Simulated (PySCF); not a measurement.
PySCF input for ZrH2, SMILES [ZrH2] (connectivity only; charge and spin as stated), neutral, multiplicity 3, C-PCM-M06-2X/def2-TZVPD. Geometry: PBE-D3(BJ)/def2-TZVPD. The multiplicity is an assumed one; other spin states were not compared. The def2 effective core potentials stand for the cores of Zr; spin–orbit coupling is left out.

```python
import numpy as np
from pyscf import gto, scf, dft
from pyscf.solvent import pcm

mol = gto.M(
    atom='''
    Zr   -0.00000000   -0.00000000    0.04631102
    H     0.00000000    1.58633277   -0.92622042
    H     0.00000000   -1.58633276   -0.92622043
    ''',
    basis='def2-TZVPD',
    ecp={'Zr': 'def2-tzvp'},
    charge=0,
    spin=2,
    max_memory=1600,
    verbose=3,
)
mf = dft.UKS(mol, xc='m06-2x').density_fit(auxbasis='def2-universal-jkfit')
mf.grids.level = 4
mf.conv_tol = 1e-9
mf.max_cycle = 100
mf.kernel()
fine, coarse = mf.grids, dft.Grids(mol).set(level=1).build(with_non0tab=True)
for _ in range(3):  # follow internal instabilities
    mf.grids = coarse
    mo, _, stable, _ = mf.stability(return_status=True, nroots=4)
    mf.grids = fine
    if stable:
        break
    mf.kernel(mf.make_rdm1(mo, mf.mo_occ))
res = {}
for name, eps in {'water': 78.355, '2-propanol': 19.264, 'acetonitrile': 35.688}.items():
    s = mf.PCM()
    s.with_solvent.method, s.with_solvent.eps, s.with_solvent.lebedev_order = 'C-PCM', eps, 29
    s.kernel(mf.make_rdm1())
    res[name] = (s.e_tot, eps, s.dip_moment(), s.mo_energy, s.converged)
    print(f'{name}: electrostatic solvation free energy {(s.e_tot - mf.e_tot) * 627.509474:.3f} kcal/mol')
```

It prints:

```

WARN: HOMO -0.412991156004482 >= LUMO -0.413282681742243


WARN: HOMO -0.00790947307462209 >= LUMO -0.039983344718991

converged SCF energy = -47.9910218408203  <S^2> = 2.0061067  2S+1 = 3.0040684
<class 'pyscf.df.df_jk.DFUKS'> wavefunction has an internal instability
converged SCF energy = -48.0144389166495  <S^2> = 2.0030915  2S+1 = 3.0020603
<class 'pyscf.df.df_jk.DFUKS'> wavefunction is stable in the internal stability analysis

WARN: PCM is an experimental feature. It is still in testing.
Features and APIs may be changed in the future.

converged SCF energy = -48.0300382060996  <S^2> = 2.0037625  2S+1 = 3.0025073
Dipole moment(X, Y, Z, Debye):  0.00001, -0.00000,  5.90126
water: electrostatic solvation free energy -9.789 kcal/mol

WARN: PCM is an experimental feature. It is still in testing.
Features and APIs may be changed in the future.

converged SCF energy = -48.0289895250455  <S^2> = 2.0037444  2S+1 = 3.0024953
Dipole moment(X, Y, Z, Debye):  0.00000, -0.00000,  5.65830
2-propanol: electrostatic solvation free energy -9.131 kcal/mol

WARN: PCM is an experimental feature. It is still in testing.
Features and APIs may be changed in the future.

converged SCF energy = -48.0296216683001  <S^2> = 2.0037563  2S+1 = 3.0025031
Dipole moment(X, Y, Z, Debye):  0.00001, -0.00000,  5.80548
acetonitrile: electrostatic solvation free energy -9.527 kcal/mol
```

The calculation finished and met its thresholds.

Cost: around 40 core-seconds (rough).
